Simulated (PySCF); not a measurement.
CeH3(NH3) at several levels of theory

Computed with PySCF 2.14.0 (density fitting, no spin-orbit coupling) at the geometry relaxed with PBE0:

```xyz
8
CeH3(NH3) (singlet in the valence; each metal's 4f electrons, 1 of them, lie in its core potential, out of spins and levels)
Ce    0.2599   -0.2599    0.2599
H     1.3221    1.2539    1.3221
H    -1.2539   -1.3221    1.3221
H     1.3221   -1.3221   -1.2539
N    -1.2765    1.2765   -1.2765
H    -1.8896    1.8896   -0.7346
H    -0.7346    1.8896   -1.8896
H    -1.8896    0.7346   -1.8896
```

```csv
level,basis,state,HOMO (eV),gap (eV),charge on Ce1 (e),population of f-type functions on Ce1 (polarisation alone where 4f lies in the core),dipole about the centre of mass (D),largest force component (eV/Å)
PBE0,"Ce lcecp-1-SVP with ECP47, H def2-SVP, N def2-SVP",singlet,-6.07,5.36,0.68,0.03,6.36,0.00
BP86,the same,singlet,-5.02,3.35,0.53,0.02,6.30,0.26
PBE0,"Ce lcecp-1-TZVP with ECP47, H def2-TZVP, N def2-TZVP",singlet,-6.11,5.25,0.87,0.04,6.24,0.23
```

In the lcecp rows the 4f levels are missing from HOMO and gap, and the state counts the valence alone.

Charges are Mulliken's, which hang on the basis. The relaxation used the grid (50, 194), these runs (75, 302) or, all-electron (x2c bases, spin-free X2C Hamiltonian), (99, 590).

What does r2SCAN with Ce lcecp-1-SVP with ECP47, H def2-SVP, N def2-SVP give here?

state singlet, HOMO (eV) -5.16, gap (eV) 3.89, charge on Ce1 (e) 0.67, population of f-type functions on Ce1 (polarisation alone where 4f lies in the core) 0.02, dipole about the centre of mass (D) 6.31, largest force component (eV/Å) 0.06. Time: 18 s on 2 threads of Intel(R) Xeon(R) Processor @ 2.50GHz (Skylake/Cascade Lake) (shared host), from an already converged density.

In the first row's basis the gap widens with exact exchange: 3.4 to 3.9 eV for BP86, r2SCAN (none); 5.4 eV for PBE0 (a fixed share).

An lcecp potential fixes the number of 4f electrons, so in runs with it no electron can move into or out of that shell.
